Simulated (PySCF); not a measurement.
Ru(CO)3 (C3O3Ru), SMILES [C-](#[O+])->[Ru](<-[C-]#[O+])<-[C-]#[O+], multiplicity 1. Atoms are numbered in the order given.

```xyz
7

Ru    -0.3526    -0.3601     0.0000
O      0.7692    -0.4893     2.8315
C      0.2268    -0.4374     1.8232
O      0.7692    -0.4893    -2.8315
C      0.2268    -0.4374    -1.8232
O      0.1027     2.5541     0.0000
C     -0.0559     1.4150     0.0000
```

Coordinates come from a PBE0-D3(BJ)/def2-SVP optimisation. The multiplicity is an assumed one; other spin states were not compared. The def2 effective core potentials stand for the cores of Ru; spin–orbit coupling is left out.

The numbers are results of PySCF with PBE/def2-TZVP, not measurements.

Symmetry labels are those of the subgroup Cs that the program uses (full group Cs).

Computed valence orbital energies around the gap with their symmetry:
```json
[
 {"orbital": "HOMO−7", "symmetry": "A'", "energy (eV)": "-11.33"},
 {"orbital": "HOMO−6", "symmetry": "A'", "energy (eV)": "-11.17"},
 {"orbital": "HOMO−5", "symmetry": "A\"", "energy (eV)": "-11.15"},
 {"orbital": "HOMO−4", "symmetry": "A\"", "energy (eV)": "-10.38"},
 {"orbital": "HOMO−3", "symmetry": "A\"", "energy (eV)": "-7.46"},
 {"orbital": "HOMO−2", "symmetry": "A'", "energy (eV)": "-6.52"},
 {"orbital": "HOMO−1", "symmetry": "A\"", "energy (eV)": "-5.94"},
 {"orbital": "HOMO", "symmetry": "A'", "energy (eV)": "-5.44"},
 {"orbital": "LUMO", "symmetry": "A'", "energy (eV)": "-4.09"},
 {"orbital": "LUMO+1", "symmetry": "A'", "energy (eV)": "-3.09"},
 {"orbital": "LUMO+2", "symmetry": "A\"", "energy (eV)": "-1.28"},
 {"orbital": "LUMO+3", "symmetry": "A'", "energy (eV)": "-1.19"}
]
```
